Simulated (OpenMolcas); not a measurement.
**Hf I: thermal populations, the spin-orbit constant, worked from levels**

```
Program             : OpenMolcas
Basis               : ANO-R1 [7s5p4d2f]
Scalar Hamiltonian  : X2C, finite nucleus
Active space        : 4 electrons in 6 orbitals (5d 6s)
State averaging     : 2S+1 = 5 even, 10 roots; 2S+1 = 3 even, 19 roots; 2S+1 = 1 even, 14 roots
Spin-orbit coupling : RASSI with atomic mean-field integrals over the reference wave functions, term energies averaged over their components
```

Methods: CASSCF; SS-CASPT2, IPEA 0.25 Eh, imaginary shift 0.1 Eh (closed shells correlated: 5s 5p). Measured levels: NIST Handbook of Basic Atomic Spectroscopic Data.

**Thermal populations.** Z = Σ (2J + 1) exp(-E/kT) with k = 0.695035 cm-1/K, over the levels below. No other level of either list lies under 4990 cm-1, which is above 7 kT at each temperature.

```
      Level  2J + 1  SS-CASPT2  measured
5d2 6s2 3F2       5        0.0       0.0
5d2 6s2 3F3       7       2270      2357
5d2 6s2 3F4       9       4430      4568
```

```tsv
T (K)	Z, SS-CASPT2	Z, measured levels	Ground level (%), SS-CASPT2	Ground level (%), measured levels
1000	5.282	5.248	94.7	95.3
```

At 1000 K, kT = 695 cm-1, and the computed levels give Z = 5.000 + 0.267 + 0.015 = 5.282.

**The spin-orbit constant.** For the Hund term 3F of d2, E(J) = (A/2) J(J+1) + constant and ζ = 2S·A = 2A. From J = 2 to J = 4 the energy changes by 7 A.

```json
{"Source": "CASSCF", "E(4) - E(2)": "4399.9", "A": "628.6", "ζ": "1257"}
{"Source": "SS-CASPT2", "E(4) - E(2)": "4425.5", "A": "632.2", "ζ": "1264"}
{"Source": "measured", "E(4) - E(2)": "4567.6", "A": "652.5", "ζ": "1305"}
```

All in cm-1. SS-CASPT2 is off by -3.1 % and CASSCF by -3.7 %. Both methods take the spin-orbit matrix elements from the reference wave functions, so the second can move ζ only through the term energies and any multistate remixing. Second-order mixing with other terms is absorbed into this ζ.

Term energies are means over components that CASPT2 splits; among the terms shown or strongly mixed into the levels shown the widest spread is 360 cm-1 (5d2 6s2 3F, SS-CASPT2). Without dynamic correlation excited terms often stand tens of per cent too high (terms of higher spin than the ground term too low), and those without a measured partner can miss by more than the paired ones (holds for CASSCF). Measured partners are found by configuration, term and J. A level has none where our copy of the source lacks it or the pairing is in doubt (some pairs that miss far off the trend of their configuration count as doubtful), and it then counts in no deviation. Only configurations of the active space appear.
